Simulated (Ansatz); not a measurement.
Reactions of `[OH][Sn]([OH])([Br])[Br]`.

Gas-phase electronic energies from Ansatz, PBE0-D4/def2-TZVP geometries. CCSD(T)/CBS adds triple-zeta CCSD(T) − MP2 to the extrapolated MP2 energy (def2 sets, frozen cores). This one scheme is used for every species, atoms too. For atomizations the MP2-based limit and the directly extrapolated one differ by several kJ/mol either way, and by 10 to 25 for some Ge, Se and Sn compounds, so smaller differences from it don't rank the levels. Functionals use def2-TZVPP. Open shells (•) are unrestricted, without spin–orbit coupling. Spin–orbit coupling would lower the free atoms: a little for O; clearly for Br; strongly for Sn. def2 core potentials past Kr. For Br, Sn outer-core shells are correlated without core-valence functions, so the limit isn't a true one: a few kJ/mol of doubt a bond, and 10 to 20 or more in all where bonds break to atoms. Scalar relativity is left out up to krypton. One conformer a species, not always the lowest.

```json
{"reaction": "`[OH][Sn]([OH])([Br])[Br]` → 2 Br• + 2 H• + 2 O• + Sn•", "CCSD(T)/CBS(def2) (kJ/mol)": "?"}
{"reaction": "`[OH][Sn]([OH])([Br])[Br]` → `[Br][Sn][Br]` + hydrogen peroxide", "CCSD(T)/CBS(def2) (kJ/mol)": "356"}
{"reaction": "`[OH][Sn]([OH])([Br])[Br]` + H₂ → `[OH][SnH]([OH])[Br]` + HBr", "CCSD(T)/CBS(def2) (kJ/mol)": "?"}
{"reaction": "`[OH][Sn]([OH])([Br])[Br]` → Br₂ + `[OH][Sn][OH]`", "CCSD(T)/CBS(def2) (kJ/mol)": "258"}
{"reaction": "`[OH][Sn]([OH])([Br])[Br]` + H₂ → `[OH][SnH]([Br])[Br]` + H₂O", "CCSD(T)/CBS(def2) (kJ/mol)": "0"}
{"reaction": "`[OH][Sn]([OH])([Br])[Br]` + H₂O → `[OH][Sn]([OH])([OH])[Br]` + HBr", "CCSD(T)/CBS(def2) (kJ/mol)": "79"}
{"reaction": "`[OH][Sn]([OH])([Br])[Br]` + H–F → `[OH][Sn]([OH])([F])[Br]` + HBr", "CCSD(T)/CBS(def2) (kJ/mol)": "53"}
```

**Question.** Fill in the missing values. (Estimate.)

**Answer.** Ansatz gave: `[OH][Sn]([OH])([Br])[Br]` → 2 Br• + 2 H• + 2 O• + Sn•: +2209.5 kJ/mol; `[OH][Sn]([OH])([Br])[Br]` + H₂ → `[OH][SnH]([OH])[Br]` + HBr: +80.6 kJ/mol.

Largest T1 diagnostic: 0.018, for `[OH][Sn][OH]`.
